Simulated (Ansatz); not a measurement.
Relaxation of CH$_{3}$Cl$_{3}$Si (8 atoms, charge 0, multiplicity 1), to a largest force component of 0.03 eV/Å in at most 50 steps.

Level of theory: RKS r2SCAN/def2-SVP in Ansatz 0.2.0.

```xyz
8
Properties=species:S:1:pos:R:3:forces:R:3
Si -0.691 0.527 0.470 -0.06 0.02 -0.08
Cl 2.542 -0.597 0.729 -0.17 -0.05 -0.13
C -0.622 -0.284 -1.024 0.10 -0.01 0.03
H 1.506 -0.716 -0.078 0.13 0.04 0.10
Cl -0.014 2.417 0.784 0.00 -0.01 0.00
Cl -1.442 -0.280 2.178 0.01 -0.01 0.01
H -1.051 -1.283 -1.145 0.01 0.01 0.03
H -0.229 0.215 -1.916 -0.03 0.01 0.05
```

Problem. Where does it end, and by what steps?

Solution. The forces met the threshold. After 6 steps the energy has fallen by 0.018 eV; Cl2 moved furthest, 0.28 Å.

```csv
step,energy less start (eV),largest force component (eV/Å),accepted
0,0.0000,0.167,yes
1,-0.0010,0.342,yes
2,-0.0107,0.282,yes
3,0.0023,0.242,no
4,-0.0162,0.114,yes
5,-0.0168,0.084,yes
6,-0.0177,0.029,yes
```

```xyz
8
Properties=species:S:1:pos:R:3
Si -0.751 0.586 0.485
Cl 2.516 -0.814 0.561
C -0.497 -0.280 -0.959
H 1.396 -0.696 -0.135
Cl -0.178 2.512 0.775
Cl -1.462 -0.241 2.198
H -0.871 -1.303 -1.064
H -0.154 0.234 -1.862
```

The run took 27 s on 2 threads of Arm Neoverse V2, on a shared host, peak memory 0.16 GiB.
